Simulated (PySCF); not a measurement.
A calculated (M06-2X, PySCF 2.14, x2c-TZVPall, the spin-free X2C one-electron Hamiltonian (Gaussian nucleus)) atom or ion has these occupied shells.

```json
{"shell": "1s α", "electrons": "1", "orbital energy (eV)": "-34525.9", "rms radius, mean of both spins (bohr)": "0.0305"}
{"shell": "1s β", "electrons": "1", "orbital energy (eV)": "-34525.8", "rms radius, mean of both spins (bohr)": "0.0305"}
{"shell": "2s α", "electrons": "1", "orbital energy (eV)": "-5427.6", "rms radius, mean of both spins (bohr)": "0.124"}
{"shell": "2s β", "electrons": "1", "orbital energy (eV)": "-5427.6", "rms radius, mean of both spins (bohr)": "0.124"}
{"shell": "2p α", "electrons": "3", "orbital energy (eV)": "-4879.3", "rms radius, mean of both spins (bohr)": "0.111"}
{"shell": "2p β", "electrons": "3", "orbital energy (eV)": "-4879.2", "rms radius, mean of both spins (bohr)": "0.111"}
{"shell": "3s α", "electrons": "1", "orbital energy (eV)": "-1136.3", "rms radius, mean of both spins (bohr)": "0.327"}
{"shell": "3s β", "electrons": "1", "orbital energy (eV)": "-1136.2", "rms radius, mean of both spins (bohr)": "0.327"}
{"shell": "3p α", "electrons": "3", "orbital energy (eV)": "-957.68", "rms radius, mean of both spins (bohr)": "0.327"}
{"shell": "3p β", "electrons": "3", "orbital energy (eV)": "-957.60", "rms radius, mean of both spins (bohr)": "0.327"}
{"shell": "3d α", "electrons": "5", "orbital energy (eV)": "-688.41", "rms radius, mean of both spins (bohr)": "0.304"}
{"shell": "3d β", "electrons": "5", "orbital energy (eV)": "-688.37", "rms radius, mean of both spins (bohr)": "0.304"}
{"shell": "4s α", "electrons": "1", "orbital energy (eV)": "-221.61", "rms radius, mean of both spins (bohr)": "0.763"}
{"shell": "4s β", "electrons": "1", "orbital energy (eV)": "-221.49", "rms radius, mean of both spins (bohr)": "0.763"}
{"shell": "4p α", "electrons": "3", "orbital energy (eV)": "-163.64", "rms radius, mean of both spins (bohr)": "0.816"}
{"shell": "4p β", "electrons": "3", "orbital energy (eV)": "-163.48", "rms radius, mean of both spins (bohr)": "0.816"}
{"shell": "4d α", "electrons": "5", "orbital energy (eV)": "-76.631", "rms radius, mean of both spins (bohr)": "0.945"}
{"shell": "4d β", "electrons": "5", "orbital energy (eV)": "-76.443", "rms radius, mean of both spins (bohr)": "0.945"}
{"shell": "5s α", "electrons": "1", "orbital energy (eV)": "-34.130", "rms radius, mean of both spins (bohr)": "1.95"}
{"shell": "5s β", "electrons": "1", "orbital energy (eV)": "-32.099", "rms radius, mean of both spins (bohr)": "1.95"}
{"shell": "5p α", "electrons": "3", "orbital energy (eV)": "-20.147", "rms radius, mean of both spins (bohr)": "2.35"}
{"shell": "5p β", "electrons": "2", "orbital energy (eV)": "-19.220", "rms radius, mean of both spins (bohr)": "2.35"}
```

Question: Name the element and its charge.

Answer: Xe⁺ (xenon, charge +1), in [Kr] 4d10 5s2 5p5, 2P determinant.
